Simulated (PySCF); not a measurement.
**Polarisability and C₆ of C²⁺ (carbon, charge +2)**

[He] 2s1 2p1, high-spin 3P determinant (an excited configuration). All numbers are calculated (PySCF 2.14, no relativity, point nucleus, in aug-cc-pV5Z (7s6p5d4f3g2h, 127 functions)). Coupled (time-dependent) response in atomic units; α is the mean over directions.

| method | mean α (bohr³) | α xx, yy, zz | C₆ (like pair) | S(−4) |
| --- | --- | --- | --- | --- |
| UHF | 2.824 | 3.558, 1.357, 3.558 | 3.453 | 12.69 |
| PBE | 2.857 | 3.562, 1.448, 3.562 | 3.430 | 14.66 |
| PBE0 | 2.853 | 3.571, 1.418, 3.571 | 3.436 | 14.23 |

S(−4) is the Cauchy moment in α(ω) = α(0) + S(−4) ω² + …

α(iu) at PBE0:

| u (hartree) | α(iu) (bohr³) |
| --- | --- |
| 0 | 2.853 |
| 0.0500 | 2.818 |
| 0.100 | 2.720 |
| 0.200 | 2.408 |
| 0.300 | 2.062 |
| 0.500 | 1.508 |
| 0.750 | 1.075 |
| 1.00 | 0.8048 |
| 1.50 | 0.4954 |
| 2.00 | 0.3331 |
| 3.00 | 0.1796 |
| 5.00 | 0.07809 |

A single London oscillator, α(iu) = α/(1 + u²/ω²), gives C₆ = (3/4) ω α². Matching the computed C₆ needs ω = 4 × 3.436 / (3 × 2.853²) = 0.563 hartree.

For an ion, C₆ is the dispersion term alone; charge-induced terms of lower order in 1/R come first.

The components differ because the open shell of this determinant is not spherical; for a pure term their mean is the scalar polarisability.
